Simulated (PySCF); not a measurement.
B3LYP has the VWN-RPA correlation part, as in Gaussian. Delta-SCF ions had no search for a lower state. Excitations are Tamm–Dancoff values on a coarser integration grid. The basis has no diffuse functions, so Rydberg states are missing or too high.

CHNO, SMILES `N#CO` (charge 0, multiplicity 1)

These are B3LYP-D3(BJ)/def2-TZVP in PySCF values and carry that method's errors.

| Quantity | Result |
|---|---|
| HOMO | -8.78 eV |
| dipole moment | 4.01 D |
| LUMO | -0.83 eV |
| HOMO–LUMO gap | 7.95 eV |
| S1 excitation (TDA) | 6.73 eV |
| S1 oscillator strength | 0.004 |
| T1 excitation (TDA) | 6.38 eV |
| S1–T1 gap (TDA) | 0.34 eV |
| vertical ionisation energy (Delta-SCF) | 11.98 eV |
| total energy | -168.7148 Ha |
| cost | very roughly 29 core-seconds |

```xyz
4

N      1.6020    -0.0991    -0.2530
C      0.4772     0.1009    -0.0945
O     -0.7721     0.3997     0.0793
H     -1.3083    -0.4010     0.1806
```
Charge 0, spin multiplicity 1.
